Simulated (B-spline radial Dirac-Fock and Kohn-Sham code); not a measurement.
# In 4s: cross section and angular parameters

System: neutral indium in the configuration [Kr] 4d10 5s2 5p1; threshold 122.9 eV (tabulated edge). These are calculated numbers from a radial finite-basis atomic code; the model is Dirac-Hartree-Slater photoionisation with a Latter tail; cross sections with all multipoles, angular parameters from the dipole term and its interference with E2.

```
hν (eV)  σ (kb)      β       γ
    146     160  1.937   0.052
    150     161  1.940   0.073
    181     156  1.958   0.194
    199     148  1.964   0.237
    243     129  1.972   0.297
    352    88.5  1.981   0.341
    400    75.8  1.982   0.340
    500    56.6  1.985   0.322
    509    55.3  1.985   0.320
    534    51.7  1.986   0.314
    905    23.3  1.989   0.196
    970       ?      ?       ?
    985    20.3  1.989   0.171
   1000    19.8  1.989   0.166
   1140    15.9  1.990   0.125
 1253.6    13.5  1.990   0.095
   1370    11.6  1.991   0.067
   1410    11.1  1.991   0.058
   1610    8.77  1.991   0.018
   2000    5.97  1.992  -0.040
   2860    3.10  1.992  -0.097
   3030    2.78  1.992  -0.099
   4170    1.51  1.993  -0.067
 9251.7   0.296  1.993   0.450
   9740   0.265  1.993   0.507
  12000   0.168  1.992   0.770
```

**Question.** Give the values at 970 eV.

**Answer.** σ = 20.8 kb, β = 1.989, γ = 0.175. For an s subshell δ is negligible.
